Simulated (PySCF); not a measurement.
Input file for PySCF: R-BP86/6-31G* on H4SSe (a complex), monomers drawn apart or pushed together.

```python
from pyscf import gto, scf, dft, mp
from pyscf.data.elements import chemcore

mol = gto.M(
    atom='''
    S    -0.23344105   -0.23086733   -0.08260392
    H     0.58208655    0.81659205    0.11794158
    H    -1.30168883    0.43315143    0.38675016
    Se    0.52724146    0.41191003    6.47351975
    H     0.74429490    0.18205159    7.91227558
    H     0.73773742   -1.00735666    6.16496101
    ''',
    basis='6-31g*',
    cart=True,
    charge=0, spin=0, verbose=3, max_memory=1800)
mf = dft.RKS(mol, xc='b88,p86')
mf.conv_tol = 1e-8
mf.max_cycle = 100
mf.kernel()
if not mf.converged:
    mf = mf.newton().run(mf.mo_coeff, mf.mo_occ)
```

It printed:

```
converged SCF energy = -2802.13834515564
```

The calculation finished and met its thresholds.

Cost: very roughly 1.1 core-seconds.
